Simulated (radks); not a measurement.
Spherical quantum dot in the effective-mass picture: electrons in a parabolic well V = omega^2 r^2 / 2 with omega = 3.27, with a point charge +2 (a donor) at the centre, all in effective atomic units (hartree* = m*/eps^2 hartree, bohr* = eps/m* bohr), one dielectric constant everywhere. Method: non-relativistic Kohn-Sham, LDA (Slater exchange, Perdew-Wang correlation), spin-polarised, spherical densities; computed with a radial shooting solver with Libxc functionals. Levels are named by radial order and angular momentum (1s, 1p, 1d, 2s, ...), and open shells are averaged over m. Results are scaled to m* = 0.045 and eps = 9.8, for which hartree* = 12.75 meV and bohr* = 11.52 nm.

N = 19, configuration 1s2 1p6 1d(up 5, down 4) 2s2. This is the lowest configuration that the search found. Occupied and some empty levels:

level,occupation,eigenvalue (meV),<r> (nm)
1s up,1,242.15,7.135
1s down,1,242.39,7.118
1p up,3,281.24,11.10
1p down,3,281.64,11.10
2s up,1,302.22,11.71
2s down,1,302.53,11.73
1d up,5,312.30,13.28
1d down,4,312.72,13.28
1f up,0,343.74,14.91
1f down,0,344.13,14.92
2p up,0,344.58,13.44
2p down,0,344.85,13.44
1g up,0,376.29,16.28
1g down,0,376.65,16.29

Energy (meV): total 3648.87, kinetic 923.53, external 929.53, Hartree 2008.5, exchange-correlation -212.72.
